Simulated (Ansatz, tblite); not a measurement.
Cost and result up the ladder for Cu4⁻ (the lowest doublet isomer of a short search) (4 atoms). The state is a doublet with charge -1. Geometry: r2SCAN-D4/def2-SVPD.

```xyz
4

Cu    0.516    1.916    0.067
Cu   -0.516   -1.916   -0.067
Cu   -0.616    0.131    0.993
Cu    0.617   -0.132   -0.993
```

Ansatz on 4 threads of Arm Neoverse V1 on a shared host; xTB runs through tblite on one thread. Times are rough, summed over both states, and most runs start from the orbitals of an earlier one. PBE-QIDH/def2-TZVPD serves as the yardstick here, not as an exact answer. Differences are given only for rows in sets of like size (and for xTB, whose basis is part of the method), since another set adds its own error. The other state is a quartet at its own geometry, which has other bonds, so the gap mixes isomer and spin.

The xTB rows come from tblite. Correlated methods freeze 36 core orbitals. The rows differ in basis, and correlated rows in double-zeta sets carry the largest basis error. In CCSD on the charge -1 doublet the largest single amplitude is 0.24, so its Hartree–Fock determinant may place the open shell otherwise than the density functionals do. The structure comes from a short search, and lower isomers may exist.

Run but left out: HF/STO-3G, HF/def2-SVPD, HF/def2-TZVPD, MP2/def2-SVPD, MP2/def2-TZVPD (doublet: ⟨S²⟩ 1.15 to 5.81, where a pure state has 0.75).

Correlated methods converge slowly with the basis, most of all in double-zeta sets.

xTB has no spin-polarisation term.

```
                             level  functions  quartet − doublet (eV)  difference from PBE-QIDH/def2-TZVPD (eV)                                               remarks
                 PBE-D4/def2-TZVPD        192                    0.54                                      0.23  HOMO above zero (doublet), HOMO above zero (quartet)
                          GFN1-xTB         36                    1.27                                      0.96                                                     –
                 CCSD(T)/def2-SVPD        136                    0.29                                         –               spin-contaminated (⟨S²⟩ 1.21) (doublet)
               PBE-QIDH/def2-TZVPD        192                    0.31                                      0.00                                                     –
              revPBE-D4/def2-TZVPD        192                    0.52                                      0.21  HOMO above zero (doublet), HOMO above zero (quartet)
                          GFN2-xTB         36                    5.73                                      5.42                                                     –
r2SCAN-D4/def2-TZVPD (with forces)        192                    0.28                                     -0.03                             HOMO above zero (doublet)
                PBE0-D4/def2-TZVPD        192                    0.44                                      0.13                             HOMO above zero (doublet)
```

Task: Estimate how long each takes.

Result: GFN1-xTB 0.006 s; GFN2-xTB 0.009 s; revPBE-D4/def2-TZVPD 10 s; PBE-D4/def2-TZVPD 10 s; PBE0-D4/def2-TZVPD 26 s; r2SCAN-D4/def2-TZVPD (with forces) 30 s; PBE-QIDH/def2-TZVPD 44 s; CCSD(T)/def2-SVPD 1.7 min. On shared hardware such times vary by a factor of up to 3.
